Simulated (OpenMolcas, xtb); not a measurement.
# A ladder of methods for SiNH2F2 (SMILES [NH][SiH](F)F)

The species is SiNH2F2 (6 atoms), meant as a doublet with charge 0. SMILES: `[NH][SiH](F)F`. The coordinates come from a PBE0-D4/def2-TZVP relaxation. This is one conformer, not always the lowest.

```xyz
6

N    -0.0254    1.0017   -0.9037
Si    0.1880   -0.2449    0.2730
F     1.5787   -0.9414   -0.0047
F    -0.9086   -1.3902    0.2074
H    -0.9778    1.1567   -1.2365
H     0.1872    0.3541    1.6183
```

Each level gives the energy change with the Si2–F3 bond stretched from 1.580 to 2.054 Å (eV). The values are calculated.

```
             level            kind     program  value (eV)
          GFN2-xTB  semi-empirical         xtb        1.31
          GFN0-xTB  semi-empirical         xtb        0.75
     UHF/def2-SVPD    Hartree–Fock  OpenMolcas        1.96
  USVWN5/def2-SVPD             LDA  OpenMolcas        1.54
U-revPBE/def2-SVPD             GGA  OpenMolcas        1.22
   UBLYP/def2-SVPD             GGA  OpenMolcas        1.24
   UTPSS/def2-SVPD        meta-GGA  OpenMolcas        1.39
  UB3LYP/def2-SVPD   global hybrid  OpenMolcas        1.49
```

The first shape isn't each level's own minimum. The values span 0.75 to 1.96 eV.
